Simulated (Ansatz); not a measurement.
Two isomers of C4H8Si: A = `C#CC[SiH2]C`, B = `CCC1=C[SiH2]1`.

Calculated with Ansatz (gas phase, PBE0-D4/def2-TZVP geometries, no zero-point term in ΔE). CCSD(T)/CBS is the MP2 limit (def2-TZVPP, def2-QZVPP) plus CCSD(T) − MP2 in def2-TZVPP, frozen cores. DFT in def2-TZVPP. B3LYP here is the variant with VWN-RPA as its local correlation; programs differ in this. Each species was taken in one conformer, which may not be the lowest.

A:

```xyz
13

C     2.311   -0.862    0.964
C     1.163   -1.097    0.697
C    -0.218   -1.317    0.335
Si   -0.818    0.014   -0.876
C    -0.603    1.715   -0.144
H     3.329   -0.674    1.212
H    -0.856   -1.298    1.225
H    -0.344   -2.300   -0.128
H    -0.045   -0.122   -2.138
H    -2.254   -0.259   -1.171
H    -1.201    1.830    0.763
H     0.445    1.884    0.114
H    -0.911    2.487   -0.853
```

B:

Z-matrix (Å, degrees):
```
C
C 1 1.519
H 1 1.093 2 111.0
H 1 1.092 2 111.1 3 120.2
H 1 1.093 2 111.0 3 -119.7
C 2 1.482 1 113.8 3 59.8
H 2 1.096 1 110.7 3 -62.3
H 2 1.096 1 110.7 3 -178.1
Si 6 1.814 2 154.6 1 179.7
C 6 1.333 2 137.4 1 -0.3
H 9 1.484 6 121.8 2 -75.7
H 9 1.485 6 121.9 2 75.8
H 10 1.084 6 135.7 2 0.0
```

Question: Which is lower in electronic energy at CCSD(T)/CBS, and by how much? (Best estimate.)

Answer: The calculation gave: A, by 41.1 kJ/mol.

Question: Give E(B) − E(A) in kJ/mol with B2PLYP, B3LYP-D4, MP2/def2-TZVPP, CCSD(T)/def2-TZVPP, B3LYP, PBE0-D4, r2SCAN-D4. (Estimate.)

Answer: Ansatz gave: B2PLYP 45.2, B3LYP-D4 42.7, MP2/def2-TZVPP 43.3, CCSD(T)/def2-TZVPP 41.0, B3LYP 43.1, PBE0-D4 21.3, r2SCAN-D4 28.6. None reverses the order clearly.

Largest T1 diagnostic: 0.011.

In def2-TZVPP, CCSD(T) changes the Hartree–Fock value by −13.6 kJ/mol (the triples alone add −2.1 kJ/mol) and MP2 by −11.2 kJ/mol.
